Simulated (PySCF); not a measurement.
Ionisation energy of P⁺ by level of theory

P⁺ [Ne] 3s2 3p2 (3P) → P²⁺ [Ne] 3s2 3p1 (2P), as a difference of total energies. Computed with PySCF 2.14 in aug-cc-pwCVDZ, with the non-relativistic Hamiltonian (point nucleus). Correlated levels: nothing frozen. The calculations carry no spin-orbit coupling.

```json
{"method": "UHF", "ionisation energy (eV)": "19.168", "plus first-order spin-orbit estimate": "19.162", "difference from reference of that sum (eV)": "-0.607"}
{"method": "MP2 (all electrons)", "ionisation energy (eV)": "19.496", "plus first-order spin-orbit estimate": "19.489", "difference from reference of that sum (eV)": "-0.280"}
{"method": "SCS-MP2 (all electrons)", "ionisation energy (eV)": "19.413", "plus first-order spin-orbit estimate": "19.407", "difference from reference of that sum (eV)": "-0.362"}
{"method": "CCSD (all electrons)", "ionisation energy (eV)": "19.526", "plus first-order spin-orbit estimate": "19.520", "difference from reference of that sum (eV)": "-0.249"}
{"method": "CCSD(T) (all electrons)", "ionisation energy (eV)": "19.537", "plus first-order spin-orbit estimate": "19.531", "difference from reference of that sum (eV)": "-0.238"}
```

Reference: 19.769 eV (semi-empirical (NIST evaluation); NIST Atomic Spectra Database, ionization energies).

A first-order spin-orbit estimate (lowest level to lowest level, LS coupling) adds -0.006 eV.

Errors of the correlated levels include the incompleteness of this basis.
